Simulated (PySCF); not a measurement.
Species: C₆H₈FNO.
Numbering: `[CH2:1]=[C:2]([CH3:3])/[C:4]([F:5])=[CH:6]/[C:7]([NH2:8])=[O:9]` (hydrogens: H10, H11 on C1; H12, H13, H14 on C3; H15 on C6; H16, H17 on N8)

Computed, not measured: TDDFT PBE0/def2-SVPD, vertical, gas phase, core orbitals frozen in the response in PySCF 2.14.0, density-fitted response routines. The structure is a single GFN2-xTB conformer in the gas phase; no vibrational or solvent corrections. Torsions of this conformer, `[CH2:1]=[C:2]([CH3:3])/[C:4]([F:5])=[CH:6]/[C:7]([NH2:8])=[O:9]`: C1–C2–C4–F5 0°, C4–C6–C7–N8 0°, H–N8–C7–C6 180°, H–N8–C7–C6 0°.

Computed states:

```tsv
state	E (eV)	f
S1	4.24	0.0000
S2	5.17	0.082
S3	5.27	0.645
S4	6.31	0.0071
S5	6.71	0.0001
S6	6.84	0.0001
S7	7.12	0.021
S8	7.27	0.0001
```

Each state is given a Gaussian of 0.4 eV full width at half maximum, with ε(max) = 2.175×10⁸ f / Δν̃ (Δν̃ the width in cm⁻¹). The width is an assumption, not a result. The curve ends short of the highest state used, and states not computed would add to its high-energy end.

(1) Give the broadened spectrum and its maxima.

(2) On this curve, what absorbance would a 10⁻⁵ mol/L sample give at 222 nm over a 1 cm path?

(3) Coming from long wavelengths, where does ε first pass 100 L mol⁻¹ cm⁻¹?

(4) Does any computed singlet lie in the visible range?

## Answers

(1) 
```tsv
E (eV)	ε (L mol⁻¹ cm⁻¹)
3.64	0
3.77	0
3.90	0
4.03	0
4.16	0
4.29	0
4.43	1
4.56	16
4.69	233
4.82	1986
4.95	9839
5.09	29869
5.22	46971
5.35	41975
5.48	21182
5.61	6008
5.75	811
5.88	87
6.01	100
6.14	283
6.27	462
6.40	422
6.54	207
6.67	107
```

Maxima: 236 nm (5.26 eV), ε about 48000, made up of S3 (90%); 196 nm (6.31 eV), ε about 480, made up of S4 (100%) (ε in L mol⁻¹ cm⁻¹; maxima over ε = 5, shares over 10%). At its high-energy end, 6.67 eV, the curve is still rising (ε about 110, from S4 and S7).

(2) 222 nm is 5.585 eV, where ε is about 8000 L mol⁻¹ cm⁻¹, so A = ε c l ≈ 0.08 (Beer–Lambert, with the gas-phase spectrum and the assumed width).

(3) At about 267 nm (4.65 eV), 0.41 eV above S1.

(4) No computed singlet lies in the visible range (380 to 750 nm); the lowest, at 293 nm, stands 0.97 eV above its violet end (3.26 eV); a Tamm–Dancoff triplet lies at 411 nm, without intensity as long as spin–orbit coupling is left out.

Time: 2.0 min of wall time (grids of density and orbitals included); peak memory 1.0 GiB. Hardware: one thread, Intel Xeon at 2.70 GHz (x86_64), shared host with 64 logical CPUs at a one-minute load of 53.
